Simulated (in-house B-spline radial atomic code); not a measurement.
Configurations of Ba8+, with energies counted from [Kr] 4d10 5s2. All numbers are computed (Dirac-Hartree-Fock, average of configuration; Fermi nucleus of rms radius 4.8378 fm) with an all-electron radial atomic-structure program (B-spline basis), not measured. Energies include first-order Breit, QED and recoil terms.

Occupations are held fixed; configurations that lie above the ionisation limit could autoionise.

```json
{"configuration": "[Kr] 4d10 5s1 (8d3/2)1", "E - E(ref) (eV)": "103.77", "highest orbital": "8d3/2", "its <r> (bohr)": "7.179"}
{"configuration": "[Kr] 4d10 5s1 (7g7/2)1", "E - E(ref) (eV)": "105.57", "highest orbital": "7g7/2", "its <r> (bohr)": "6.904"}
{"configuration": "[Kr] 4d10 5s1 (8g9/2)1", "E - E(ref) (eV)": "110.93", "highest orbital": "8g9/2", "its <r> (bohr)": "9.376"}
{"configuration": "[Ar] 3d10 4s2 (4p1/2)2 (4p3/2)3 4d10 5s2 8s1", "E - E(ref) (eV)": "272.72", "highest orbital": "8s1/2", "its <r> (bohr)": "5.975"}
{"configuration": "[Ar] (3d3/2)3 (3d5/2)6 4s2 4p6 4d10 5s2 (7f7/2)1", "E - E(ref) (eV)": "887.41", "highest orbital": "7f7/2", "its <r> (bohr)": "6.049"}
{"configuration": "[Ar] (3d3/2)3 (3d5/2)6 4s2 4p6 4d10 5s2 (8f5/2)1", "E - E(ref) (eV)": "894.38", "highest orbital": "8f5/2", "its <r> (bohr)": "8.338"}
```

Task: Order these further configurations by energy, lowest first.
A. [Ar] (3d3/2)4 (3d5/2)5 4s2 4p6 4d10 5s2 (7g9/2)1
B. [Ar] (3d3/2)3 (3d5/2)6 4s2 4p6 4d10 5s2 7s1
C. [Kr] 4d10 5s1 (6g9/2)1
D. [Ar] 3d10 4s2 (4p1/2)2 (4p3/2)3 4d10 5s2 6s1
E. [Ar] (3d3/2)3 (3d5/2)6 4s2 4p6 4d10 5s2 6s1

Result: C (97.343 eV), D (232.49 eV), E (843.25 eV), B (869.78 eV), A (876.53 eV).

Task: How far above the reference does [Ar] 3d10 4s2 (4p1/2)1 (4p3/2)4 4d10 5s2 (5g9/2)1 lie?

Result: 274.54 eV; its least bound orbital is 5g9/2 with <r> = 2.94 bohr.
